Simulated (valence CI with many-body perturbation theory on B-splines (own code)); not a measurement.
**Questions on Pt LXV**

Calculated by configuration interaction combined with many-body perturbation theory (CI+MBPT): four valence electrons over a frozen Dirac-Fock core [Ne], radial functions for each j: 9 s, 9 p, 8 d, 6 f, 3 g, 1 h, with the one-electron correlation potential Σ1, the two-electron term Σ2, the three-electron term Σ3, Breit, model QED; selected CI, second order for the rest, scaled by the run's own slope (own B-spline code, finite nucleus).

No measured spectrum was set against this ion. As an estimate, large intervals hold to a few tenths of a per cent, small ones and those within an open d or f shell to about a per cent.

Levels are named by their leading jj configuration (3d3/2^4 stands for four electrons in 3d with j = 3/2), which in mixed levels can hold well under half, so a name can repeat and another be missing.

Rates and lifetimes use the calculated energies. Strong lines usually hold to 10 to 20 %, long lifetimes can be off by a factor of two.

Q: What is the ground level?

A: (3s^2 3p1/2^2) J=0, composition 68 % 3s²3p² ³P + 31 % 3s²3p² ¹S.

Q: What is the ionisation energy?

A: 7514.5 eV; NIST lists 7512 ± 24 eV (theoretical).

Q: Name the longest-lived excited levels whose lifetime is computed, and their main decay.

A: (3s^2 3p1/2 3p3/2) J=2 at 460.3 eV lives 79.7 ns, mostly by E2 to (3s^2 3p1/2^2) J=0; (3s^2 3p1/2 3p3/2) J=1 at 450.5 eV lives 1.75 ns, mostly by M1 to (3s^2 3p1/2^2) J=0.

Q: What are the static dipole polarisabilities of the lowest levels?

A: (3s^2 3p1/2^2) J=0 0.00169 bohr³, of which the core gives 3.49e-05.

Q: Where does the other parity begin?

A: At (3s 3p1/2^2 3p3/2) J=2, 634.5 eV.

Q: How well does LS coupling describe the low levels?

A: Among the lowest 20 levels the leading LS term, summed over configurations, holds 58 % on average. For single configurations the figures are 55 % in LS and 93 % in jj coupling. Terms mix most in the J = 2 level at 1009.1 eV, where the leading one holds 27 %.
